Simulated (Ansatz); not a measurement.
C$_{3}$H$_{10}$FHfNO$_{2}$, SMILES `CC[N](C)[Hf]([OH])([OH])[F]` at its PBE0-D4/def2-TZVP geometry, where that method's forces vanish. The species carries charge 0 and has multiplicity 1. Hf takes the def2 core potential.

```xyz
18

C     2.0793   -0.4730   -0.7987
C     0.6600   -0.1457   -1.2397
N    -0.1715    0.4221   -0.1995
C     0.1987    1.7637    0.1937
Hf   -1.7732   -0.3980    0.7319
O    -2.1474   -2.0526   -0.1896
O    -1.3956   -0.6625    2.6112
F    -3.2166    0.8793    0.6119
H     2.0702   -1.1852    0.0302
H     2.6190    0.4188   -0.4727
H     2.6434   -0.9150   -1.6240
H     0.6983    0.5466   -2.0955
H     0.1798   -1.0592   -1.6039
H    -0.5251    2.1744    0.9087
H     1.1833    1.8140    0.6761
H     0.2104    2.4453   -0.6688
H    -2.4618   -2.9481   -0.2621
H    -0.8514   -0.6249    3.3909
```

Q: What forces (eV/Å) does PBE-D4/def2-TZVPP give on these atoms in Ansatz 0.2.0? (An estimate is asked.)

A: The calculation gave: 
```
C1   0.049 -0.015 -0.005
C2   0.039 -0.058 -0.057
N3  -0.086 -0.059  0.007
C4   0.000  0.081  0.052
Hf5 -0.029 -0.032  0.027
O6   0.113  0.197 -0.140
O7  -0.235 -0.068 -0.089
F8  -0.214  0.200 -0.019
H9   0.005 -0.141  0.162
H10  0.117  0.172  0.066
H11  0.123 -0.087 -0.156
H12  0.009  0.150 -0.195
H13 -0.107 -0.185 -0.080
H14 -0.135  0.082  0.140
H15  0.213  0.030  0.103
H16  0.011  0.157 -0.185
H17 -0.162 -0.449 -0.019
H18  0.288  0.028  0.386
```
